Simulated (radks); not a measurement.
The numbers below are computed, except where a source is named.
Species: neutral beryllium. Configuration: [He] 2s2. Code: a radial shooting solver on a logarithmic mesh with Libxc functionals. Model: non-relativistic Kohn-Sham, PBE, spin-polarised, spherical densities, point nucleus.

X-ray form factor f0, the Fourier transform of the density (f0(0) = 4):

sin(theta)/lambda (1/angstrom)  f0 (electrons)
0.05                                     3.715
0.1                                      3.086
0.15                                     2.483
0.2                                      2.070
0.25                                     1.828
0.3                                      1.687
0.4                                      1.513
0.5                                      1.355
0.6                                      1.188
0.8                                      0.870
1                                        0.619
1.25                                     0.401
1.5                                      0.263
2                                        0.121
